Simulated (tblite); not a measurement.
Compound: C₆H₁₃As.
Atom-mapped SMILES: `[CH2:1]=[CH:2][CH2:3][C@@H:4]([AsH2:5])[CH2:6][CH3:7]` (hydrogens: H8, H9 on C1; H10 on C2; H11, H12 on C3; H13 on C4; H14, H15 on As5; H16, H17 on C6; H18, H19, H20 on C7)

Structure used (GFN2-xTB), in Å, numbered top down from 1:
```
atom  x, y, z in Å
C1    -2.6119   -1.6851   -0.3868
C2    -2.1275   -0.5193   -0.0036
C3    -0.7725   -0.3194    0.5936
C4     0.1275    0.5088   -0.3346
As5   -0.6712    2.3245   -0.6069
C6     1.5599    0.6005    0.1884
C7     2.3166   -0.7233    0.1416
H8    -3.5905   -1.7824   -0.8253
H9    -2.0501   -2.5983   -0.2696
H10   -2.7174    0.3853   -0.1318
H11   -0.8700    0.2095    1.5500
H12   -0.3180   -1.2929    0.7886
H13    0.1426    0.0189   -1.3178
H14   -0.1658    2.8599    0.7061
H15    0.5526    2.8808   -1.2793
H16    1.5449    0.9737    1.2175
H17    2.1093    1.3295   -0.4183
H18    1.8792   -1.4565    0.8149
H19    2.3044   -1.1316   -0.8673
H20    3.3527   -0.5720    0.4375
```

Calculated harmonic vibrations of the isolated species, GFN2-xTB (tblite), most abundant isotopes, no scaling. This tight-binding method is rough: wavenumbers can miss measured ones by several per cent, in bad cases by 10 to 20. Modes of hydrogen on arsenic can be 10 to 20 % off. One conformer, not necessarily the lowest.

Harmonic wavenumbers (cm⁻¹): 34.8, 68.5, 83.0, 126.6, 180.7, 208.6, 210.5, 298.9, 314.4, 392.7, 436.0, 589.7, 633.6, 738.9, 748.2, 806.5, 894.8, 915.8, 937.7, 957.8, 1008.0, 1011.4, 1015.7, 1075.9, 1082.9, 1111.7, 1135.2, 1185.7, 1231.1, 1254.8, 1270.2, 1295.8, 1318.2, 1347.7, 1414.7, 1416.5, 1470.9, 1479.0, 1503.2, 1510.1, 1718.3, 1905.3, 1920.8, 2876.9, 2904.2, 2919.1, 2943.0, 2972.1, 2985.5, 3025.0, 3028.1, 3039.0, 3092.0, 3122.5.

A = 1585, B = 1305, C = 758.1 MHz; mass 160.023 u (most abundant isotopes); point group C1, symmetry number 1.

Task: Zero-point energy?

Result: Half the sum of the wavenumbers: 36584 cm⁻¹ = 437.64 kJ/mol.

Task: Give the ideal-gas entropy at 350 K and 1 bar in the rigid-rotor, harmonic-oscillator model (classical rotation).

Result: Translation 175.49, rotation 126.29, vibration 149.00: S = 450.8 J/(mol K).

Task: And Cp and H(350 K) − H(0)?

Result: Cp = 178.79 J/(mol K), of which vibrations give 145.53 (their classical limit is 54 R = 449.0); H(350 K) − H(0) = 37.84 kJ/mol without the zero-point energy, 26.20 from vibrations.

Task: Which modes carry the vibrational entropy at 350 K?

Result: 34.8 cm⁻¹: 24.49; 68.5 cm⁻¹: 18.88; 83.0 cm⁻¹: 17.30; 126.6 cm⁻¹: 13.84; 180.7 cm⁻¹: 10.97; 208.6 cm⁻¹: 9.84 J/(mol K); the other 48 give 53.68 together.

Task: How do the functions run with temperature in this model?

Result: 
```tsv
T (K)	S (J/(mol K))	Cp (J/(mol K))	H − H(0) (kJ/mol)	G − H(0) (kJ/mol)	ln q(vib)
50	254.0	58.2	2.20	-10.50	0.74
100	302.0	81.7	5.73	-24.47	2.14
298.15	423.9	156.7	29.14	-97.25	7.58
373.15	462.5	188.5	42.09	-130.50	9.51
500	524.7	237.4	69.20	-193.16	12.74
750	635.5	308.6	138.09	-338.52	18.94
1000	731.2	355.8	221.52	-509.64	24.80
```

q(vib) and H(0) count from the zero-point level.

Hindered rotation and anharmonicity are outside this model. Other conformers, if any are populated, would add a mixing term that is left out. The structure is chiral; the term R ln 2 for an equal mix with its mirror image is left out.
